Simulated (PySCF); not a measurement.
# Gas-phase XPS of `FC(F)(F)C(F)(F)F`, computed

Species: C2F6.
SMILES with atom numbers: `[F:1][C:2]([F:3])([F:4])[C:5]([F:6])([F:7])[F:8]`

Level of theory: delta-SCF UKS SCAN, pcX-2 on the ionised atom, pcseg-1 elsewhere, spin-free X2C in PySCF 2.14.0. These are vertical core ionisation energies against the vacuum level, from separate self-consistent calculations with and without the core hole.

**Question.** List the computed XPS lines with their assignment.

**Answer.** 
```tsv
atom(s)	bonded to	level	binding energy (eV)	count
F1 (×6)	C	F 1s	695.17	6
C2/C5	3 F and C	C 1s	299.76	2
```

**Question.** Which photon wavelength matches the F 1s of F1 (×6) threshold?

**Answer.** λ = hc/E = 12398.42 eV Å / 695.17 eV = 17.835 Å.

**Question.** Which effective nuclear charge Zeff reproduces each element's mean 1s value in the hydrogen-like formula E = 13.606 eV × Zeff²?

**Answer.** C (Z = 6): mean 299.8 eV, Zeff = 4.69, Z − Zeff = 1.31; F (Z = 9): mean 695.2 eV, Zeff = 7.15, Z − Zeff = 1.85. Means run over the listed sites, weighted by atom count.

The first atom of each set that the bonding makes equivalent was ionised and stands for the set. Geometry: GFN2-xTB; no solvent, vibrations or thermal averaging.

Hardware: one thread of an x86-64 server, on a shared host. Cost: 7.3 s wall.

Shape of the structure used: `[F:1][C:2]([F:3])([F:4])[C:5]([F:6])([F:7])[F:8]`: F1–C2–C5–F6 -60°.
